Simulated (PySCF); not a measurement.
# What a mistake does to a calculation on B2GeH7Si

Calculated results; nothing here was measured. They come from PySCF 2.14.0, an open-source quantum chemistry program, on an isolated molecule that a program drew, which may never have been made. The molecule is B2GeH7Si (charge 0, doublet), drawn as the SMILES string `[SiH3]B[BH][GeH2]`.

Each row is a Hartree-Fock (HF) and frozen-core CCSD(T) single point in the cc-pV(D+d)Z basis, meant for a local HF minimum. Run 1 is clean. Each other run has one planted mistake out of seven kinds, and not every kind appears here: one electron removed, one electron added, multiplicity raised by two, geometry at a saddle point, minimal basis STO-3G, one bond length entered in bohr, all coordinates scaled. The reference is restricted for singlets and unrestricted otherwise, and also for a bond in bohr. Adding or removing an electron swaps singlet and doublet. Electrons count all cores. HOMO and LUMO are orbital energies over both spins, the gradient is its largest component, and the lowest frequency (negative if imaginary) is given only where the gradient is small. Bond lengths are over the 10 bonds as drawn. T1 is the CCSD diagnostic: over 0.02 (restricted) or 0.045 (unrestricted) a single reference is doubtful. Germanium has the cc-pVDZ-PP basis, with a core potential (ECP10MDF) in place of its 10 inner electrons, and its 3s, 3p and 3d shells are frozen in CCSD(T).

Geometry of the clean run:
```xyz
11
B2GeH7Si, angstrom
Si   -0.3370   -0.8283   -1.6823
B     1.2337   -0.9471   -0.3749
B     1.1534   -0.4648    1.2194
Ge    0.7672   -1.7478    2.7520
H    -1.5462   -0.1864   -1.1089
H    -0.7079   -2.2011   -2.1149
H     0.0710   -0.0527   -2.8820
H     2.2519   -1.4062   -0.8253
H     1.3619    0.6722    1.5466
H     0.2824   -1.2206    4.1025
H     0.2169   -3.1533    2.5001
```

```
run  electrons  basis functions  <S^2>  HOMO (eV)  LUMO (eV)  gradient (hartree/bohr)  lowest frequency (cm^-1)  mean bond (Å)  longest bond (Å)      T1  HF (hartree)  CCSD(T) (hartree)                          mistake
  1         63              109  0.765      -8.25       0.43                  2.2e-05                        53         1.5671             2.047  0.0187    -635.67776         -636.10743                         no fault
  2         62              109  0.000     -14.99      -6.66                  3.8e-02                         -         1.5671             2.047  0.0201    -635.40447         -635.81876             one electron removed
  3         63              109  1.413      -8.35       0.33                  1.7e-02                         -         1.6743             2.276  0.0499    -635.56859         -635.99692  one bond length entered in bohr
  4         63              109  3.802      -7.16      -1.49                  3.6e-02                         -         1.5671             2.047  0.0336    -635.55738         -635.98335                                ?
  5         64              109  0.000      -1.15       5.74                  2.3e-02                         -         1.5671             2.047  0.0256    -635.68786         -636.16129                                ?
```

**Which mistake was planted in run 4, and what did it cost?**

Electrons, basis and geometry are unchanged, and <S^2> is 3.802, beside S(S+1) = 3.75 for a multiplicity of 4. So the mistake is: multiplicity raised by two. Subtracting run 1 and multiplying by 627.51 kcal/mol a hartree, the energy moved by 75.5 kcal/mol in HF and 77.9 kcal/mol in CCSD(T).

**Which mistake was planted in run 5, and what did it cost?**

It counts 64 electrons, one more than the clean run, at the same geometry and basis. So the mistake is: one electron added. Subtracting run 1 and multiplying by 627.51 kcal/mol a hartree, the energy moved by -6.3 kcal/mol in HF and -33.8 kcal/mol in CCSD(T).

Cautions from the logs. Run 2: T1 is over the limit, so its CCSD(T) energy is less reliable; run 3: T1 is over the limit, so its CCSD(T) energy is less reliable; run 5: T1 is over the limit, so its CCSD(T) energy is less reliable.
